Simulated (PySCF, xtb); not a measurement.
boron oxyfluoride (BFO), SMILES O=BF.

GFN2-xTB in xtb at its own geometry gives an orbital gap of 9.38 eV and a dipole moment of 1.44 D.

Geometry optimised at PBE0-D3(BJ)/def2-TZVP.

Task: What does ωB97X/def2-TZVPD in PySCF give? (Estimate from the structure and the level; the computed values follow.)

Result: gap 13.72 eV (levels -12.84 and 0.88 eV), dipole 2.24 D.
